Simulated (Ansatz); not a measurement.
Cartesian coordinates (Å):
```xyz
8

C      0.7228    -0.9500     0.1013
C     -0.6725    -0.8331    -0.0568
C     -1.0095     0.4868    -0.1884
S      0.3643     1.5210    -0.1158
C      1.4526     0.1789     0.0980
H     -1.3775    -1.6499    -0.0733
H     -1.9924     0.9081    -0.3243
H      2.5121     0.3382     0.2002
```
Charge 0, spin multiplicity 2.

Calculation: frozen-core CCSD(T)/cc-pVTZ // B3LYP-D3(BJ)/def2-TZVP run with Ansatz (a quantum-chemistry and plane-wave program).

The HF energy comes out as -550.72970 Ha and the MP2 correlation energy is -0.74639 Ha.

**Question.** Estimate the CCSD correlation energy, the (T) correction, the total energy and the T1 diagnostic.

**Answer.** 
The CCSD correlation energy comes out as -0.79278 Ha, the (T) correction is -0.04531 Ha and the CCSD(T) total energy is -551.56779 Ha. The T1 diagnostic is 0.043.
